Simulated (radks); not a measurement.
All-electron atom: Ne IV in [He] 2s2 2p3.

All-electron calculation, Dirac Kohn-Sham, BLYP, spin-unpolarised, spherical densities, finite nucleus; open shells fill j = l - 1/2 first; Fermi nuclear charge, rms radius 3.0055 fm. Program: a radial shooting solver on a logarithmic mesh with Libxc functionals.

Energy parts (eV):
| part | energy |
|---|---|
| total | -3380.426 |
| kinetic | 3383.244 |
| electron-nucleus | -7660.175 |
| Hartree | 1180.638 |
| exchange-correlation | -284.134 |

Orbitals (lengths in bohr, moments of r in powers of bohr; <r^-3> diverges for s and p1/2; r(90%) holds 90 % of the orbital's charge):
| orbital | occ. | eigenvalue (eV) | <r^2> | <r^-3> | <1/r> | r(90%) |
|---|---|---|---|---|---|---|
| 1s1/2 | 2 | -915.4410 | 0.03356 | - | 9.635 | 0.282 |
| 2s1/2 | 2 | -103.2046 | 0.7536 | - | 1.835 | 1.25 |
| 2p1/2 | 2 | -80.6994 | 0.7086 | - | 1.738 | 1.25 |
| 2p3/2 | 1 | -80.5436 | 0.7111 | 16.52 | 1.734 | 1.26 |

The highest occupied level is 2p3/2 at -80.544 eV. The density falls to 0.001 e/bohr^3 at r = 2.18 bohr.
